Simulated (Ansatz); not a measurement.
Ansatz (a quantum-chemistry and plane-wave program) input (CCSD(T)/aug-cc-pV(D+d)Z):
A basis named .json is the Basis Set Exchange file of that set.

Ansatz 0.2 input:
```yaml
crystal:
  periodic: [false, false, false]
  atoms:
    - {symbol: Si, position_ang: [0.25933452, 0.10229332, 0.01105334]}
    - {symbol: Cl, position_ang: [0.09909308, -1.26756750, -1.49786882]}
    - {symbol: Cl, position_ang: [-0.24540312, -0.75045398, 1.79909809]}
    - {symbol: Cl, position_ang: [-0.99501845, 1.65448744, -0.36346677]}
    - {symbol: N, position_ang: [1.88692607, 0.68666152, 0.08946311]}
    - {symbol: H, position_ang: [2.56341849, -0.05865841, 0.27704889]}
basis:
  gaussian:
    orbitals: aug-cc-pV_D+d_Z.json
magnetization: {spin_polarized: true, initial_magnetization: 1}
correlation: {method: ccsd_t, electrons: outside_noble_gas}
output: {forces: true}
```

End of the output:

```
cycle  10  -19.91410284 eV  change    2.4e-8 eV  update   7.6e-6
cycle  11  -19.91410322 eV  change   -3.9e-7 eV  update   3.2e-6
cycle  12  -19.91410282 eV  change    4.0e-7 eV  update   1.3e-6
cycle  13  -19.91410273 eV  change    9.2e-8 eV  update   4.8e-7
perturbative correction -0.65425628 eV, -0.0240434748 hartree
the calculation of the forces begins
0.55 GiB of device memory are held for the factors and their scratch space
Total energy: -46896.08910323 eV, -1723.3994872329 hartree
Atom 0 at     0.259335     0.102293     0.011053 Å, force    -0.296263    -0.184796    -0.001972 eV/Å
Atom 1 at     0.099093    -1.267567    -1.497869 Å, force    -0.031750    -0.217880    -0.239750 eV/Å
Atom 2 at    -0.245403    -0.750454     1.799098 Å, force    -0.086361    -0.135905     0.282899 eV/Å
Atom 3 at    -0.995018     1.654487    -0.363467 Å, force    -0.204620     0.278019    -0.064986 eV/Å
Atom 4 at     1.886926     0.686662     0.089463 Å, force     0.357859     0.574312    -0.052686 eV/Å
Atom 5 at     2.563418    -0.058658     0.277049 Å, force     0.261135    -0.313749     0.076496 eV/Å
Dipole moment:     0.174733    -0.195045     0.048849 e Å
```

It need not be the lowest isomer of its formula.
